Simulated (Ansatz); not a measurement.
Relaxation of C2H4BrN (8 atoms, charge 0, multiplicity 1), to a largest force component of 0.015 eV/Å in at most 40 steps.

Method: RKS B3LYP-D4/def2-SVPD in Ansatz 0.2.0.

```xyz
8
Properties=species:S:1:pos:R:3:forces:R:3
C 0.269 1.111 -0.180 -1.02 2.73 -1.13
C -0.250 -0.096 -0.272 0.00 1.34 -0.36
N -1.384 -0.343 -0.956 -1.81 2.00 -1.91
Br 0.467 -1.542 0.536 1.09 -2.03 1.20
H -0.285 1.976 -0.695 0.79 -1.24 0.64
H 1.132 1.400 0.347 1.13 0.06 0.82
H -1.481 -1.261 -1.290 -0.37 -1.42 -0.62
H -1.588 0.393 -1.698 0.19 -1.44 1.36
```

Question: Where does it end, and by what steps?

Answer: The forces met the threshold. After 7 steps the energy has fallen by 0.406 eV; H8 moved furthest, 0.23 Å.

```json
{"step": "0", "energy less start (eV)": "0.0000", "largest force component (eV/Å)": "2.731", "accepted": "yes"}
{"step": "1", "energy less start (eV)": "-0.3390", "largest force component (eV/Å)": "1.041", "accepted": "yes"}
{"step": "2", "energy less start (eV)": "-0.3903", "largest force component (eV/Å)": "0.357", "accepted": "yes"}
{"step": "3", "energy less start (eV)": "-0.4012", "largest force component (eV/Å)": "0.232", "accepted": "yes"}
{"step": "4", "energy less start (eV)": "-0.4030", "largest force component (eV/Å)": "0.259", "accepted": "yes"}
{"step": "5", "energy less start (eV)": "-0.4054", "largest force component (eV/Å)": "0.090", "accepted": "yes"}
{"step": "6", "energy less start (eV)": "-0.4058", "largest force component (eV/Å)": "0.063", "accepted": "yes"}
{"step": "7", "energy less start (eV)": "-0.4063", "largest force component (eV/Å)": "0.013", "accepted": "yes"}
```

```xyz
8
Properties=species:S:1:pos:R:3
C 0.287 1.180 -0.195
C -0.261 -0.035 -0.319
N -1.407 -0.380 -1.007
Br 0.505 -1.537 0.604
H -0.138 2.024 -0.741
H 1.140 1.360 0.453
H -1.454 -1.312 -1.394
H -1.791 0.338 -1.610
```

Whether the end is a true minimum wasn't checked by a vibrational analysis.

Time of the run: 64 s on 2 threads of Arm Neoverse N1, with other jobs on the host, peak memory 0.38 GiB.
